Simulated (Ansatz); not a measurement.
Relaxation of FH$_{4}$O$_{3}$Si (9 atoms, charge 0, multiplicity 2), to a largest force component of 0.03 eV/Å in at most 50 steps.

All numbers below come from UKS LDA/def2-SVP (Ansatz 0.2.0).

```xyz
9
Properties=species:S:1:pos:R:3:forces:R:3
Si -0.034 -0.006 -0.078 -0.27 -0.45 -1.02
H 0.331 0.577 1.255 -0.06 -0.17 1.49
O 1.446 -0.102 -0.792 0.04 0.00 -0.01
H 2.013 -0.846 -0.513 -0.03 -0.01 0.00
O -0.758 1.277 -0.813 -0.03 0.01 -0.01
H -1.733 1.285 -0.751 0.01 -0.01 -0.01
O -0.916 -1.358 0.010 0.00 0.05 -0.02
H -0.934 -1.487 1.036 0.00 -0.01 0.06
F -0.508 -0.989 2.363 0.34 0.60 -0.47
```

**Question.** Where does it end, and by what steps?

**Answer.** It converged. After 11 steps the energy has fallen by 1.383 eV; H2 moved furthest, 1.00 Å. Parted: Si1–H2 (1.50 → 2.20 Å). Joined: H2–F9 (2.09 → 0.98 Å).

```
step  energy less start (eV)  largest force component (eV/Å)  accepted
   0                  0.0000                           1.488       yes
   1                 -0.3542                           1.004       yes
   2                 -0.6857                           0.942       yes
   3                 -0.9575                           1.048       yes
   4                 -1.1267                           2.107       yes
   5                 -1.2935                           0.809       yes
   6                 -1.3448                           0.909       yes
   7                 -1.3699                           0.431       yes
   8                 -1.3809                           0.101       yes
   9                 -1.3823                           0.098       yes
  10                 -1.3829                           0.039       yes
  11                 -1.3833                           0.027       yes
```

```xyz
9
Properties=species:S:1:pos:R:3
Si 0.046 0.115 -0.203
H -0.009 -0.013 1.993
O 1.444 -0.102 -1.048
H 2.014 -0.822 -0.718
O -0.757 1.255 -1.079
H -1.716 1.285 -0.898
O -0.847 -1.250 0.063
H -0.886 -1.400 1.046
F -0.382 -0.716 2.561
```

Whether the end is a true minimum wasn't checked by a vibrational analysis.

Time of the run: 11 s on 4 threads of Arm Neoverse V1, with other jobs on the host, peak memory 0.16 GiB.
